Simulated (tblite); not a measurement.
Compound: C2H9GeNSSi.
Bonds: C1–C2, C2–S3 (double), C2–Ge4, Ge4–N5, N5–Si6. Hydrogens: H7, H8, H9 on C1; H10, H11 on Ge4; H12 on N5; H13, H14, H15 on Si6.

Computed with GFN2-xTB (tblite), gas phase: L-BFGS steps from a force-field or distance-geometry start until the largest atomic force falls under 0.01 eV/Å.

Step 165: E = -508.4434 eV
```
atom  x, y, z in Å  |  force x, y, z in eV/Å
C1      1.7895    1.0324    0.3857   -0.026   0.079   0.029
C2      1.7413   -0.2878   -0.2846    0.047   0.017  -0.056
S3      2.9100   -0.7691   -1.3059   -0.043  -0.001   0.023
Ge4     0.1862   -1.4775    0.0243    0.055  -0.019   0.018
N5     -1.3657   -0.7535   -0.5797    0.008   0.009   0.022
Si6    -2.2005    0.6160    0.0782   -0.003   0.017   0.022
H7      0.9641    1.6546    0.0241    0.046  -0.064   0.010
H8      1.6435    0.9110    1.4611   -0.020  -0.033   0.008
H9      2.7326    1.5429    0.2010    0.018   0.025  -0.022
H10    -0.0090   -1.6911    1.5023   -0.013  -0.015   0.005
H11     0.3977   -2.7508   -0.7386    0.005  -0.025   0.014
H12    -1.5266   -0.9108   -1.5624   -0.048   0.011  -0.033
H13    -3.5881    0.4699   -0.3530   -0.022   0.016  -0.016
H14    -1.6453    1.8943   -0.4037   -0.012  -0.018   0.007
H15    -2.0340    0.5277    1.5292    0.006   0.001  -0.032
```

Step 166: E = -508.4442 eV
```
atom  x, y, z in Å  |  force x, y, z in eV/Å
C1      1.8055    1.0303    0.3942   -0.010   0.097   0.032
C2      1.7387   -0.2813   -0.2933    0.038   0.034  -0.051
S3      2.8800   -0.7560   -1.3491   -0.059   0.024   0.052
Ge4     0.1858   -1.4698    0.0324    0.043  -0.007   0.031
N5     -1.3722   -0.7601   -0.5757    0.022   0.009   0.024
Si6    -2.2124    0.6132    0.0691   -0.004  -0.016   0.022
H7      0.9638    1.6555    0.0707    0.106  -0.101   0.024
H8      1.6983    0.8939    1.4743   -0.015  -0.033  -0.057
H9      2.7429    1.5456    0.1842   -0.044   0.008  -0.011
H10    -0.0067   -1.6666    1.5134   -0.012  -0.016   0.005
H11     0.4017   -2.7500   -0.7163    0.001  -0.033   0.007
H12    -1.5295   -0.9252   -1.5578   -0.049   0.014  -0.035
H13    -3.5896    0.4726   -0.3999    0.002   0.026   0.000
H14    -1.6372    1.8900   -0.3912   -0.015  -0.007   0.000
H15    -2.0734    0.5161    1.5231   -0.005   0.004  -0.043
```

**Question.** Estimate the geometry and energy of step 167. (The exact step hangs on the optimiser's Hessian estimate; all steps are aligned on step 166, rigid shifts and turns removed.)

**Answer.** E = -508.4434 eV, largest force 0.213 eV/Å
```
atom  x, y, z in Å  |  force x, y, z in eV/Å
C1      1.8185    1.0302    0.4044    0.079  -0.041  -0.136
C2      1.7380   -0.2678   -0.3113   -0.037   0.059  -0.003
S3      2.8472   -0.7312   -1.4032   -0.014   0.045   0.038
Ge4     0.1921   -1.4625    0.0337   -0.011   0.036   0.045
N5     -1.3865   -0.7753   -0.5582    0.040   0.010   0.013
Si6    -2.2222    0.6146    0.0614    0.002  -0.095   0.008
H7      0.9945    1.6703    0.0880   -0.064   0.008  -0.054
H8      1.7001    0.8745    1.4725   -0.040  -0.082   0.193
H9      2.7598    1.5392    0.2153    0.077   0.041  -0.057
H10     0.0171   -1.6500    1.5182   -0.010  -0.011   0.017
H11     0.4166   -2.7490   -0.6989   -0.011  -0.045  -0.019
H12    -1.5699   -0.9749   -1.5297   -0.027   0.021  -0.019
H13    -3.5852    0.4923   -0.4612    0.060   0.034   0.044
H14    -1.6131    1.8836   -0.3709   -0.009   0.018  -0.028
H15    -2.1112    0.5141    1.5179   -0.035   0.002  -0.043
```

The energy changes by +0.0008 eV. The first-order estimate −F·Δx gives -0.0036 eV and the mean of the old and new forces, exact on a quadratic surface, +0.0008 eV. The step makes an angle of 85° with the force vector and moves no atom by more than 0.070 Å. The energy falls at the start of this step and ends higher, so the step passed the lowest point of its straight line.

The cost below is that of the whole relaxation. Hardware: an Intel Xeon at 2.70 GHz with one thread, shared host with 64 logical CPUs at a one-minute load of 62. Cost: 2.1 s wall.
